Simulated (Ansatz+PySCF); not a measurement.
## singlet AlCl4(-): levels of theory in one basis

| atom | x (Å) | y (Å) | z (Å) |
| --- | --- | --- | --- |
| Al | 0.0000 | 0.0000 | 0.0000 |
| Cl | 1.3484 | 1.3484 | 1.3484 |
| Cl | 1.3484 | -1.3484 | -1.3484 |
| Cl | -1.3484 | 1.3484 | -1.3484 |
| Cl | -1.3484 | -1.3484 | 1.3484 |

Basis set: def2-SVP (spherical functions). Left uncorrelated: 25 orbitals. Charge -1, multiplicity 1.

Computed with Ansatz (development build ahead of 0.2.0); each method stands on the lowest determinant of its kind that the runs found.

```
     method  E − E(RHF) (eV)  <S²> of the determinant
        RHF             0.00                     0.00
    RHF-MP2           -15.83                        –
RHF-CCSD(T)           -17.48                        –
```

Problem. What does RHF-CCSD give on the same scale?

Solution. -17.16 eV.

Problem. Is a single determinant a sound starting point here?

Solution. By this sign, yes. Unrestricted orbitals gain 0.00 eV and <S²> is 0.00 against 0.00 for a pure state.

Caution: no diffuse functions for an anion.
